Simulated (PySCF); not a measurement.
Si(Cl)2(F)(GeH3) (Cl2FGeH3Si), SMILES F[Si](Cl)(Cl)[GeH3]. Atoms are numbered in the order given.

```xyz
8

F      0.8474    -1.8874     0.0000
Si     0.5362    -0.2992     0.0000
Cl     1.4230     0.4960    -1.6642
Cl     1.4230     0.4960     1.6642
Ge    -1.7729     0.1148     0.0000
H     -2.4009    -0.4979    -1.2568
H     -2.4009    -0.4979     1.2568
H     -1.9792     1.6336     0.0000
```
Charge 0, spin multiplicity 1.

Geometry: ωB97X-D3(BJ)/def2-SVP.

These are TDDFT-PBE/def2-SVPD (PySCF) values and carry that method's errors.

Vertical excitations. The molecule is in vacuum. State labels are in the subgroup Cs.

| state | symmetry | energy (eV) | λ (nm) | f | main pairs |
|---|---|---|---|---|---|
| S1 | A' | 6.63 | 187 | 0.098 | HOMO→LUMO 86 % |
| S2 | A' | 6.68 | 185 | 0.120 | HOMO→LUMO+1 89 % |
| S3 | A" | 6.87 | 180 | 0.006 | HOMO→LUMO+2 51 %, HOMO−1→LUMO 45 % |
| S4 | A" | 6.94 | 179 | 0.021 | HOMO−1→LUMO 34 %, HOMO→LUMO+2 23 %, HOMO−1→LUMO+1 18 %, HOMO−2→LUMO 17 % |
| S5 | A" | 7.00 | 177 | 0.009 | HOMO−1→LUMO+1 81 % |
| S6 | A" | 7.15 | 173 | 0.027 | HOMO−2→LUMO 73 % |
| S7 | A' | 7.17 | 173 | 0.024 | HOMO−1→LUMO+2 87 % |
| S8 | A' | 7.27 | 171 | 0.000 | HOMO→LUMO+3 94 % |
| S9 | A" | 7.32 | 169 | 0.027 | HOMO−2→LUMO+1 79 % |
| S10 | A' | 7.38 | 168 | 0.026 | HOMO−2→LUMO+2 48 %, HOMO−3→LUMO 42 % |
| T1 | A' | 5.91 | 210 | 0 | HOMO→LUMO 93 % |
| T2 | A" | 6.14 | 202 | 0 | HOMO→LUMO+2 98 % |
| T3 | A' | 6.18 | 201 | 0 | HOMO→LUMO+1 92 % |
| T4 | A" | 6.60 | 188 | 0 | HOMO−1→LUMO 98 % |
Triplets are in the Tamm–Dancoff approximation, which puts them higher than full response would, so one can lie above its singlet here.
